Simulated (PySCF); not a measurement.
Precursor series Hf OH-H. All species are isolated molecules in the gas phase. One relaxed conformer stands for each flexible species; it need not be the lowest.

The HOMO from two functionals at the same geometries (r2SCAN-D4/def2-SVP), both in PySCF: PBE-D3(BJ)/def2-TZVP and TPSSh-D3(BJ)/def2-TZVP. 

```json
[
 {"species": "0 of 4 OH replaced by H ([Hf(OH)4])", "TPSSh-D3(BJ)/def2-TZVP (eV)": "-7.48"},
 {"species": "1 of 4 OH replaced by H ([Hf(OH)3(H)])", "TPSSh-D3(BJ)/def2-TZVP (eV)": "-7.07"},
 {"species": "2 of 4 OH replaced by H", "TPSSh-D3(BJ)/def2-TZVP (eV)": "-7.04"},
 {"species": "3 of 4 OH replaced by H", "TPSSh-D3(BJ)/def2-TZVP (eV)": "-7.42"},
 {"species": "4 of 4 OH replaced by H ([Hf(H)4])", "TPSSh-D3(BJ)/def2-TZVP (eV)": "-7.89"}
]
```

What does PBE-D3(BJ)/def2-TZVP give for each?


- 0 of 4 OH replaced by H ([Hf(OH)4]): -6.72
- 1 of 4 OH replaced by H ([Hf(OH)3(H)]): -6.37
- 2 of 4 OH replaced by H: -6.29
- 3 of 4 OH replaced by H: -6.66
- 4 of 4 OH replaced by H ([Hf(H)4]): -7.12
Over these rows, drawn at random from the members with no instability flagged (it was tested for open shells, ions and some series alone), PBE minus TPSSh-D3(BJ): mean +0.75 eV, from +0.70 eV to +0.77 eV.
